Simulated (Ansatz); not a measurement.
Consider the redistribution: `N#C[SiH3]` + `C#[C][SnH]([CH3])[CH3]` → `C#C[SiH2]C#N` + `[CH3][SnH2][CH3]`.

Isolated molecules relaxed with PBE0-D4/def2-TZVP in Ansatz; ΔE leaves out vibrations. CBS: MP2 limit from def2 TZ/QZ plus the TZ coupled-cluster correction, frozen cores. This one scheme is used for every species. Functionals use def2-TZVPP. Elements past krypton have def2 core potentials. For Sn outer-core shells are correlated without core-valence functions, which leaves a few kJ/mol of doubt a bond.

`N#C[SiH3]`:

```xyz
6

N    -1.642   -1.665    0.600
C    -0.859   -0.870    0.313
Si    0.398    0.404   -0.146
H     1.292   -0.198   -1.159
H     1.140    0.759    1.084
H    -0.329    1.570   -0.693
```

`C#[C][SnH]([CH3])[CH3]`:

```xyz
13

C     3.049   -0.052    0.460
C     1.842   -0.047    0.521
Sn   -0.251   -0.036    0.589
C    -0.908    1.799   -0.284
C    -0.935   -1.734   -0.511
H     4.113   -0.057    0.409
H    -0.701   -0.139    2.236
H    -0.498    2.641    0.273
H    -1.997    1.857   -0.267
H    -0.564    1.855   -1.316
H    -2.024   -1.778   -0.499
H    -0.591   -1.662   -1.543
H    -0.537   -2.647   -0.068
```

`C#C[SiH2]C#N`:

Cartesian coordinates in Å:
```
C 0.052 -1.011 -2.029
C 0.082 -0.299 -1.058
Si 0.131 0.787 0.390
C -0.320 -0.210 1.881
N -0.600 -0.817 2.818
H 0.025 -1.643 -2.888
H 1.492 1.317 0.612
H -0.862 1.875 0.274
```

`[CH3][SnH2][CH3]`:

Cartesian coordinates in Å:
```
C 1.244 -0.020 -1.299
Sn -0.161 0.810 0.089
C -1.090 -0.759 1.213
H 1.721 0.772 -1.876
H 0.734 -0.697 -1.985
H 2.013 -0.577 -0.763
H -1.357 1.695 -0.762
H 0.648 1.881 1.156
H -1.611 -1.441 0.540
H -0.335 -1.319 1.766
H -1.809 -0.346 1.920
```

```
             level  ΔE (eV)
         r2SCAN-D4    -0.14
           ωB97X-V    -0.08
            r2SCAN    -0.14
SCS-MP2/def2-QZVPP    -0.03
```

Q: What does CCSD(T)/CBS give? (Best estimate.)

A: Computed: -0.04 eV. The listed levels differ from it by -0.10, -0.04, -0.10, 0.01 eV.

Largest T1 diagnostic among the species: 0.014.

In def2-TZVPP, CCSD(T) changes the Hartree–Fock value by +0.04 eV (the triples alone add +0.01 eV) and MP2 by +0.04 eV.
